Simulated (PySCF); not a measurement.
## Molecular orbitals of Sn₂⁺

BP86 at R = 2.802 Å; Sn cc-pVDZ-PP with ECP28; scalar-relativistic core potentials (PySCF 2.14). State: ⁴Σg⁻ (quartet), unpaired electrons σ ↑, π ↑↑. Only the outer orbitals are listed.

| spin | orbital | occ. | ε (eV) | main shells (%) |
| --- | --- | --- | --- | --- |
| α | σg | 1 | -18.28 | 92 s |
| α | σu | 1 | -15.74 | 96 s |
| α | σg | 1 | -10.93 | 92 p |
| α | πu | 1 | -10.39 | 98 p |
| α | πu | 1 | -10.39 | 98 p |
| α | πg | 0 | -8.49 | 99 p |
| α | πg | 0 | -8.49 | 99 p |
| α | σu | 0 | -5.97 | 95 p |
| β | σg | 1 | -17.18 | 94 s |
| β | σu | 1 | -14.77 | 96 s |
| β | σg | 0 | -9.69 | 93 p |
| β | πu | 0 | -9.26 | 98 p |
| β | πu | 0 | -9.26 | 98 p |

Which are the highest filled and the lowest empty level, where do they sit, and how wide is the gap?

Highest filled α πu at -10.39 eV (in %: 98 p); lowest empty β σg at -9.69 eV (in %: 93 p); the gap at BP86 is 0.70 eV.

The bond order (Mayer) is 1.67. The ⟨S²⟩ is 3.751.

Spin–orbit coupling is left out. The state is the lowest determinant that a PBE0 search found; another state may lie lower at other levels.
